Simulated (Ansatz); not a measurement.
Reactions of Ge3H12Si2 (`[GeH3][SiH2][GeH2][SiH2][GeH3]`).

Computed with Ansatz on PBE0-D4/def2-TZVP structures; ΔE is electronic, products minus reactants. CCSD(T)/CBS is the MP2 limit (def2-TZVPP, def2-QZVPP) plus CCSD(T) − MP2 in def2-TZVPP, frozen cores. This one scheme is used for every species, atoms too. DFT in def2-TZVPP. B3LYP here is the variant with VWN-RPA as its local correlation; programs differ in this. Open shells (•) are unrestricted, without spin–orbit coupling. Spin–orbit coupling would lower the free atoms: a little for Si; clearly for Ge. For Ge outer-core shells are correlated without core-valence functions, so the limit isn't a true one: a few kJ/mol of doubt a bond, and 10 to 20 or more in all where bonds break to atoms. Scalar relativity is left out up to krypton. Each species was taken in one conformer, which may not be the lowest.

```tsv
reaction	PBE0-D4 (eV)	B3LYP-D4 (eV)	HF/CBS(def2) (eV)	B2PLYP (eV)
`[GeH3][SiH2][GeH2][SiH2][GeH3]` + GeH₄ → `[GeH3][SiH2][GeH2][GeH3]` + `[SiH3][GeH3]`	-0.03	-0.06	-0.19	-0.12
`[GeH3][SiH2][GeH2][SiH2][GeH3]` + `[SiH3][SiH2][GeH3]` → `[SiH3][SiH2][GeH2][GeH2][SiH2][GeH3]` + `[SiH3][GeH3]`	-0.15	-0.20	-0.13	-0.16
`[GeH3][SiH2][GeH2][SiH2][GeH3]` + H₂ → `[GeH3][SiH2][GeH3]` + `[SiH3][GeH3]`	0.18	0.13	-0.35	-0.01
`[GeH3][SiH2][GeH2][SiH2][GeH3]` + H–F → `F[SiH2][GeH3]` + `[GeH3][SiH2][GeH3]`	-0.75	-0.93	-1.41	-1.06
`[GeH3][SiH2][GeH2][SiH2][GeH3]` + SiH₄ → `[SiH3][SiH2][GeH2][SiH2][GeH3]` + GeH₄	0.12	0.16	0.16	0.17
`[GeH3][SiH2][GeH2][SiH2][GeH3]` + H₂O → `O[SiH2][GeH3]` + `[GeH3][SiH2][GeH3]`	-0.33	-0.48	-0.89	-0.61
`[GeH3][SiH2][GeH2][SiH2][GeH3]` + `C=N` → `C=N[SiH2][GeH3]` + `[GeH3][SiH2][GeH3]`	0.10	-0.02	-0.30	-0.10
`[GeH3][SiH2][GeH2][SiH2][GeH3]` + `[SiH3][GeH3]` → `[SiH3][GeH2][SiH2][GeH2][SiH2][GeH3]` + GeH₄	-0.09	-0.10	0.03	-0.04
`[GeH3][SiH2][GeH2][SiH2][GeH3]` → `[SiH3][GeH2][GeH2][SiH2][GeH3]`	-0.12	-0.15	-0.18	-0.17
`[GeH3][SiH2][GeH2][SiH2][GeH3]` → 3 Ge• + 12 H• + 2 Si•	47.27	47.65	35.70	46.94
```

(1) Give the CCSD(T)/CBS values in the same order. (Estimate.)

Largest T1 diagnostic: 0.013, for `C=N[SiH2][GeH3]`.

## Answers

(1) Ansatz gave: -0.06, -0.18, 0.16, -0.85, 0.18, -0.42, 0.04, -0.09, -0.15, 48.22 eV.
